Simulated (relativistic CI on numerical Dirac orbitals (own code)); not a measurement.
Calculated at this level of theory: Dirac-Coulomb-Breit CI, orbitals from a KLI potential per configuration, model QED (radiative potential, 1s self-energy scaled to tabulated hydrogen-like ionisation energies), unscaled Slater integrals (own radial code, finite nucleus).

The strongest absorption lines from the ground level of an ion, among the configurations computed and to levels below about 353 eV (vacuum wavelength in nm, gf): 4.9552 (0.13), 4.9700 (0.0052), 5.9896 (0.0019), 6.6966 (0.29), 6.7202 (0.076), 10.559 (0.0016), 32.373 (0.89), 48.523 (0.0019).

Problem. Which ion is it?
A. Ti¹⁰⁺
B. Ca⁸⁺
C. Cr¹²⁺
D. Cr¹⁰⁺

Solution. C. Cr¹²⁺ has 12 electrons and the ground level 3s2 1S_0; the strongest line goes to 3s.3p 1P°_1. The pattern of lines fixes the number of electrons, and along that sequence the line energies rise steadily with the charge (about as its square where n changes within one kind of shell, about linearly where n is kept but much faster in heavy ions where fine structure, which grows about as Z⁴, sets the gap, and irregularly where shells cross), which fixes Z. Configurations outside the model, such as inner-shell arrays, can give stronger lines. At this charge energies of transitions that change n are usually good to better than 1 %, and those within a shell (Δn = 0) to a few per cent.

LS names give the leading component of a level, which can be under half, so a name can repeat, a term be missing and a line seem to break the LS rules.
